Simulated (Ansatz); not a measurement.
A run for Ansatz (an electronic-structure program): R-CCSD(T)/def2-SVPD on stibine (SMILES [SbH3]). Elements past Kr take the def2 small-core potentials; no spin–orbit coupling. The run froze 9 orbitals, filled d shells among them.

Ansatz 0.2 input:
```yaml
crystal:
  periodic: [false, false, false]
  atoms:
    - {symbol: Sb, position_ang: [0.22394888, 0.32125395, -0.13390027]}
    - {symbol: H, position_ang: [0.59055616, -0.92334056, -1.25541558]}
    - {symbol: H, position_ang: [-1.02003560, -0.62812732, 0.56695652]}
    - {symbol: H, position_ang: [1.37319886, -0.29508383, 0.97941779]}
basis:
  gaussian:
    orbitals: def2-SVPD
magnetization: {spin_polarized: false}
correlation: {method: ccsd_t, electrons: outside_noble_gas}
scf: {lower_state_search: off}
```

**Question.** Predict the final total energy.

**Answer.** -241.1170 hartree (reference determinant -240.9692, T1 diagnostic 0.014).
